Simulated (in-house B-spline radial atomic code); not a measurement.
# Removing one electron from Tb³³⁺

Closed shell [Ar] 3d10 4s2 (4p1/2)2. Computed with an all-electron radial atomic-structure program (B-spline basis): Koopmans values of Dirac-Hartree-Fock plus a diagonal self-energy, in second order or with its direct term screened (direct RPA, with the hole-particle interaction, or full time-dependent Hartree-Fock), linearised in energy; no-pair Dirac-Coulomb Hamiltonian, finite nucleus. Shifts add to the Koopmans value (the ΔSCF shift is orbital relaxation alone); the final value takes TDHF screening with Breit and QED.

The shells are closed in jj coupling only; the real ground state mixes other jj configurations.

Command:
```bash
python run_mb.py task.json out
```
Settings (nuclear radius in fm, box in bohr, cutoff in hartree; a minus after a letter marks j = l - 1/2):
```
basis_form          2
Z                   65
core_configuration  [Ar] 3d10 4s2 4p-2
rms_radius          5.06
mass_number         159
speed_of_light      137.036
box_radius          3.354
lmax                7
intervals           57
virtual_cutoff      16900.0
```

Time taken, with all properties: 27 s on 1 thread of Arm Neoverse N1, with other jobs on the host.

Energies in eV:

```csv
subshell,Koopmans,ΔSCF shift,second order,direct RPA,hole-particle,TDHF,Breit + QED,final
4p1/2,1394.59,-0.401,?,?,?,?,?,?
```

Problem. What does the self-energy do to 4p1/2?

Solution. It shifts the removal energy by 1.814 eV in second order, 1.611 with direct RPA, 1.706 with the hole-particle term and 1.784 with TDHF screening (quasi-particle weight 0.992); Breit and QED add -1.529 eV. The final value is 1394.85 eV, against 1393 ± 5 eV (NIST, tabulated theory).
